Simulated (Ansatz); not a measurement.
Start from `BN([SiH3])CC` and change one atom or group to get `BN(B)CC`.

Ansatz, PBE0-D4/def2-TZVP geometries, multiplicity 1. Each molecule was computed in one conformer, which needn't be the lowest.

```csv
property,`BN([SiH3])CC`
LUMO energy (PBE/def2-TZVPP) / eV,-1.13
"ideal-gas entropy at 298 K and 1 bar (rigid rotor, harmonic PBE0-D4/def2-TZVP) / J/(mol·K)",354
LUMO energy (PBE0/def2-TZVPP) / eV,-0.17
HOMO energy (PBE0/def2-TZVPP) / eV,-7.94
zero-point energy (PBE0-D4/def2-TZVP) / kJ/mol,315.3
size of the dipole moment (ωB97M-V/def2-TZVPP) / D,1.53
```

Give the same properties after the change, and the shifts. (Estimate.)

The calculation gave: 
| property | `BN(B)CC` | shift |
| --- | --- | --- |
| LUMO energy (PBE/def2-TZVPP) / eV | -2.27 | -1.14 |
| ideal-gas entropy at 298 K and 1 bar (rigid rotor, harmonic PBE0-D4/def2-TZVP) / J/(mol·K) | 328 | -26 |
| LUMO energy (PBE0/def2-TZVPP) / eV | -1.24 | -1.07 |
| HOMO energy (PBE0/def2-TZVPP) / eV | -8.69 | -0.75 |
| zero-point energy (PBE0-D4/def2-TZVP) / kJ/mol | 306.4 | -8.9 |
| size of the dipole moment (ωB97M-V/def2-TZVPP) / D | 1.59 | 0.06 |

With PBE0 the HOMO falls by 0.75 eV and the LUMO falls by 1.07 eV, so the gap narrows by about 0.32 eV. PBE moves the HOMO by -0.74 eV and ωB97M-V by -0.77 eV. The zero-point energy changes by -8.9 kJ/mol with -3 modes. Dipoles are sizes alone; their direction can turn. Modes under 60 cm⁻¹, often nearly free rotors, make the harmonic entropy too high.
